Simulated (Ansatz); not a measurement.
`[GeH3][SiH2][GeH2][GeH3]` + `N[SiH2][SiH2][SiH3]` → `[SiH3][SiH2][SiH2][GeH2][SiH2][GeH3]` + `[NH2][GeH3]`  (redistribution)

Computed with Ansatz on PBE0-D4/def2-TZVP structures; ΔE is electronic, products minus reactants. CCSD(T)/CBS adds triple-zeta CCSD(T) − MP2 to the extrapolated MP2 energy (def2 sets, frozen cores). DFT in def2-TZVPP. For Ge outer-core shells are correlated without core-valence functions, which leaves a few kJ/mol of doubt a bond. Scalar relativity is left out up to krypton. Each species was taken in one conformer, which may not be the lowest.

| level | ΔE (kJ/mol) | difference from CCSD(T)/CBS |
| --- | --- | --- |
| PBE0-D4 | 42.2 | -2.3 |
| ωB97X-V | 45.0 | 0.5 |
| ωB97M-V | 48.2 | 3.7 |
| r2SCAN | 49.9 | 5.4 |
| HF/def2-TZVPP | 62.4 | 17.9 |
| MP2/def2-TZVPP | 43.9 | -0.6 |
| SCS-MP2/def2-TZVPP | 46.0 | 1.5 |
| CCSD/def2-TZVPP | 46.7 | 2.2 |
| HF/def2-QZVPP | 63.7 | 19.2 |
| SCS-MP2/def2-QZVPP | 47.4 | 2.9 |
| CCSD(T)/CBS | 44.5 | 0 |

Largest T1 diagnostic among the species: 0.013.

In def2-TZVPP, CCSD(T) changes the Hartree–Fock value by −19.7 kJ/mol (the triples alone add −4.0 kJ/mol) and MP2 by −18.6 kJ/mol. The D4 term adds −14.2 kJ/mol with B3LYP and −8.9 kJ/mol with PBE0; it sums over pairs of atoms, weighted by their polarisabilities, and B3LYP, whose exchange is more repulsive, gets the larger term.

B3LYP here is the variant with VWN-RPA as its local correlation; programs differ in this.
